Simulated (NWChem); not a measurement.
# Correlation energy of AuCl

```xyz
2

Au     0.0000     0.0000    -0.3990
Cl     0.0000     0.0000     1.8540
```
Charge 0, spin multiplicity 1.

Everything below was run with NWChem. All single points use one geometry, from PBE0/def2-SVP with def2 effective core potentials on Au, a minimum by its harmonic frequencies.

Basis set: def2-SVP. Each correlation energy counts from its own Hartree-Fock reference.

```tsv
method	correlation energy (mHa)	difference from CCSD(T)
CR-CCSD(T)	-399.8	+1.9
SCS-MP2	-359.0	+42.7
CCSD	-392.8	+8.9
CCSD(T)	-401.7	0.0
CR-CCSD[T]	-401.0	+0.7
MP2	-391.8	+9.9
CCSD+T(CCSD)	-403.5	-1.8
```

The values span 44.5 mHa, from CCSD+T(CCSD) (lowest) to SCS-MP2 (highest). 

Effective core potentials replace the inner electrons of Au; spin-orbit coupling is left out. The correlated methods keep 9 core orbitals frozen. The structure started from a generated list of species. Differences from the coupled-cluster row are differences between methods, not errors against experiment.
